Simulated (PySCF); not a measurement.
TeClI, SMILES Cl[Te]I. Heavy atoms are numbered as in [Te:1]([Cl:2])[I:3].

Geometry: B3LYP-D3(BJ)/def2-SVP. The def2 effective core potentials stand for the cores of I, Te; spin–orbit coupling is left out.

Calculation: PySCF with HF/def2-TZVPD.

Mulliken values depend strongly on the basis, most of all with diffuse functions as here. ESP charges are fitted to the potential on shells at 1.4 to 2.0 van der Waals radii. Atomic charges (e), one atom of each kind:

```
atom  Mulliken  ESP fit
----  --------  -------
Te1       0.40     0.21
Cl2      -0.32    -0.16
I3       -0.08    -0.05
```
